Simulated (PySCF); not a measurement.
**Exercise with solution: chemical shift, span and skew from a shielding tensor**

Si(F)2(Cl)(vinyl) (C2H3ClF2Si), SMILES C=C[Si](F)(F)Cl. Atoms are numbered in the order given.

```xyz
9

C     -2.5445     0.6301     0.3515
C     -1.4208     0.8428    -0.3476
Si     0.1864     0.1318     0.1837
F     -0.0302    -0.7449     1.5202
F      1.2612     1.2765     0.5490
Cl     1.0363    -1.0582    -1.2506
H     -2.5472     0.0285     1.2663
H     -3.5078     1.0473     0.0391
H     -1.4586     1.4468    -1.2621
```
Charge 0, spin multiplicity 1.

Geometry: B3LYP-D3(BJ)/def2-SVP. One conformer was computed; it need not be the lowest.

GIAO shieldings from PBE/pcSseg-1 in PySCF, non-relativistic, no solvent. The symmetric part of the tensor of Si3 has the principal values 340.6, 363.5, 383.0 ppm. The same nucleus in TMS has σ = 335.4 ppm at this level (PySCF, at its B3LYP-D3(BJ)/def2-TZVP geometry). Without spin–orbit terms, shifts of atoms bonded to Cl or Br come out too high.

**Question.** Work out the isotropic shielding, the ²⁹Si shift against TMS, the span and the skew.

**Answer.** 
σ(iso) = (σ11 + σ22 + σ33)/3 = 362.4 ppm. δ = σ(ref) − σ(iso) = 335.4 − (362.4) = -27.0 ppm.
Span Ω = σ33 − σ11 = 42.4 ppm. Skew κ = 3(σ(iso) − σ22)/Ω = -0.08. Tumbling in solution averages the tensor to δ; in a static solid the shielding alone would spread this spin-1/2 line over Ω.
